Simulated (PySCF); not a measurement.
C3H3BrO2.
Bonds: C1–C2 (double), C2–Br3, C2–O4, O4–C5, C5–O6 (double). Hydrogens: H7, H8 on C1; H9 on C5.

Method: TDDFT CAM-B3LYP/def2-SVPD, vertical, gas phase, core orbitals frozen in the response in PySCF. One conformer (not necessarily the lowest) at the PBE0-D3(BJ)/def2-SVP geometry, without solvent, vibrations or thermal averaging. Relativistic effects, spin–orbit coupling among them, are left out although an element past zinc is present. Torsions of this conformer, `[CH2:1]=[C:2]([Br:3])[O:4][CH:5]=[O:6]`: C1–C2–O4–C5 0°, C2–O4–C5–O6 1°.

Kohn–Sham orbitals with the atoms that hold most of them (Löwdin shares over 4%, at most four atoms; ? is withheld):

```json
{"orbital": "LUMO+2", "ε (eV)": "1.30", "atoms": "Br3 23%, C5 23%, O4 12%, C1 11%"}
{"orbital": "LUMO+1", "ε (eV)": "0.61", "atoms": "Br3 70%, C2 19%"}
{"orbital": "LUMO", "ε (eV)": "?", "atoms": "?"}
{"orbital": "HOMO", "ε (eV)": "-8.84", "atoms": "?"}
{"orbital": "HOMO-1", "ε (eV)": "-10.06", "atoms": "Br3 76%, O6 7%, C2 7%, O4 5%"}
{"orbital": "HOMO-2", "ε (eV)": "-10.45", "atoms": "O6 53%, Br3 12%, C5 10%, O4 7%"}
{"orbital": "HOMO-3", "ε (eV)": "-10.75", "atoms": "Br3 49%, O4 19%, C2 13%, O6 9%"}
```

(1) Give the leading atoms of the HOMO.

(2) Which atoms hold the LUMO, and with what shares?

(3) What is the LUMO energy, and the HOMO–LUMO gap?

Results:

(1) Br3 (bonded to C) 32%; C1 (bonded to C and 2 H) 29%; C2 (bonded to Br, C and O) 24%; O4 (bonded to 2 C) 7%. By element: carbon 53% or more, bromine 32%, oxygen 7% or more.

(2) C5 (bonded to 2 O and H) 26%; O6 (bonded to C) 23%; C1 (bonded to C and 2 H) 15%; C2 (bonded to Br, C and O) 12%. By element: carbon 53%, oxygen 23% or more.

(3) ε(LUMO) = -0.06 eV; the gap is 8.78 eV (0.3226 hartree).

Task: The HOMO–LUMO gap is 8.78 eV. Where does the response calculation put the lowest singlet, and from which orbitals?

Result: S1 is at 5.60 eV (f = 0.0020), 3.18 eV below the gap, made of HOMO-2→LUMO (71%), HOMO-1→LUMO (14%), HOMO-2→LUMO+3 (10%). Its leading pair isn't HOMO and LUMO; the energies of that pair differ by 10.39 eV. 

Task: One configuration dominates each of S1, S2, S3, S4 and S5. Which, and how do the shares of the two leading atoms of either orbital change from the occupied to the empty one?

Result: 
- S1 (5.60 eV, f 0.0020), HOMO-2→LUMO (71%): O6 53% → 23%, Br3 12% → at most 13%, C5 10% → 26%
- S2 (5.70 eV, f 0.0000), HOMO→LUMO+1 (88%): Br3 32% → 70%, C1 29% → at most 4%, C2 24% → 19%
- S3 (5.96 eV, f 0.103), HOMO→LUMO (96%): Br3 32% → at most 13%, C1 29% → 15%, C5 at most 7% → 26%, O6 at most 7% → 23%
- S4 (6.70 eV, f 0.0014), HOMO-1→LUMO+1 (85%): Br3 76% → 70%, O6 7% → at most 4%, C2 7% → 19%
- S5 (7.02 eV, f 0.0004), HOMO-1→LUMO (71%): Br3 76% → at most 13%, O6 7% → 23%, C5 at most 5% → 26%

Löwdin shares depend on the basis, the more so with diffuse functions.
